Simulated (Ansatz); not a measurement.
## Swapping OH for F on Ge: the atomisation energy

On one Ge centre, n of the OH ligands are replaced by F. The atomisation energy (no zero-point term) y in kJ/mol at CCSD(T)/def2-TZVPP. Shapes: PBE0-D4/def2-TZVP. Flexible molecules stand in one conformer, not always the lowest. Programs: Ansatz 0.2.0.

| molecule | n | y (kJ/mol) |
| --- | --- | --- |
| Ge(OH)4 | 0 | 3300 |
| Ge(OH)2F2 | 2 | ? |
| Ge(OH)F3 | 3 | 2247 |
| GeF4 | 4 | 1888 |

Fit y = c + s·n to the known rows and predict Ge(OH)2F2.


1. Means of the 3 rows: n = 2.33333, y = 2478.3.
2. Σ(Δn)² = 8.6667, Σ(Δn·Δy) = -3055.3, so the slope is -3055.3/8.6667 = -352.53.
3. Intercept: 2478.3 − (-352.53) × 2.33333 = 3300.9. The largest residual of the fit is 3.7.
4. Ge(OH)2F2: 3300.9 + (-352.53) × 2 = 2596 kJ/mol.

The run gave 2602 kJ/mol, so the prediction is off by -6 kJ/mol, more than the largest residual. The steps are nearly additive. The slope is the difference between a Ge–F and a Ge–OH bond with the ligands’ own bonds. Other levels give for Ge(OH)2F2: r2SCAN-D4/def2-TZVPP 2658; CCSD(T)/def2-SVP 2442; CCSD/def2-TZVPP 2546 kJ/mol. Coupled cluster in double- or triple-zeta sets underbinds by a few per cent against its basis-set limit. Relativity is left out for Ge. Outer-core shells of Ge are correlated, in sets that cover them unevenly.
